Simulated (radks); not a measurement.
Values are calculated unless marked as measured or tabulated.
Pm1.5+, configuration [Xe] 4f4.5 6s1 (fractional occupations, a model configuration).

Level of theory: Dirac Kohn-Sham, PBE, spin-unpolarised, spherical densities, point nucleus; open shells are shared between the two j in proportion to 2j + 1 (a radial shooting solver on a logarithmic mesh with Libxc functionals).

Energy parts (hartree):
total: -10026.6962
kinetic: 10843.5225
electron-nucleus: -24504.7215
Hartree: 3863.7472
exchange-correlation: -229.2444

Orbitals (lengths in bohr, moments of r in powers of bohr):
orbital     occ.  eigenvalue (hartree)      <r^2>      <r^4>
1s1/2          2             -1653.527  0.0007316  1.417e-06
2s1/2          2             -269.1419    0.01150  0.0002288
2p1/2          2             -254.8780   0.008390  0.0001428
2p3/2          4             -234.2900   0.009637  0.0001825
3s1/2          2             -59.09944    0.07745   0.009085
3p1/2          2             -52.98886    0.07255   0.008354
3p3/2          4             -48.84915    0.07983    0.01005
3d3/2          4             -38.23789    0.06448   0.007466
3d5/2          6             -37.34094    0.06653   0.007907
4s1/2          2             -12.16044     0.3963     0.2285
4p1/2          2              -9.83523     0.4201     0.2642
4p3/2          4              -8.93001     0.4601     0.3169
4d3/2          4              -5.10676     0.5383     0.4727
4d5/2          6              -4.94553     0.5543     0.5015
4f5/2    1.92857              -0.57299      1.281      4.747
4f7/2    2.57143              -0.55464      1.319      5.089
5s1/2          2              -1.98993      2.286      7.708
5p1/2          2              -1.35851      2.895      12.86
5p3/2          4              -1.23256      3.218      15.93
6s1/2          1              -0.43257      15.18      335.5

The highest occupied level is 6s1/2 at -11.771 eV. The density falls to 0.001 e/bohr^3 at r = 4.44 bohr.
